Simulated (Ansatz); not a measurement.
CH₆S₃Si, SMILES `SC[SiH2]SS`, relaxed with RKS PBE-D4/def2-SVP in Ansatz 0.2.0 from a rough embedded geometry. The force threshold is 0.03 eV/Å; the program also tests the step.

The species carries charge 0 and has multiplicity 1.

Start:

```xyz
11

S     1.698    0.685    2.004
C     0.062    0.690    1.218
Si    0.115   -0.377   -0.263
S    -1.752   -0.414   -1.268
S    -1.423   -1.662   -2.795
H     1.345    1.579    3.029
H    -0.198    1.700    0.933
H    -0.635    0.319    1.912
H     1.156    0.095   -1.246
H     0.491   -1.813    0.103
H    -0.861   -0.802   -3.628
```

How much energy does the relaxation release, and in how many steps? (Best estimate.)

Computed: 36.07 kJ/mol, in 5 steps.

Which bonds change most? (An estimate is asked.)

The calculation gave: S4–S5 from 1.999 to 2.117 Å; C2–Si3 from 1.827 to 1.903 Å; C2–H8 from 1.050 to 1.110 Å; Si3–S4 from 2.121 to 2.178 Å.

Give the relaxed structure. (Estimate.)

Ansatz gave: 
```xyz
11

S     1.706    0.716    2.076
C     0.081    0.699    1.227
Si    0.176   -0.428   -0.304
S    -1.802   -0.357   -1.211
S    -1.397   -1.708   -2.789
H     1.364    1.578    3.077
H    -0.203    1.720    0.894
H    -0.715    0.314    1.899
H     1.201    0.093   -1.272
H     0.517   -1.834    0.095
H    -0.928   -0.793   -3.693
```
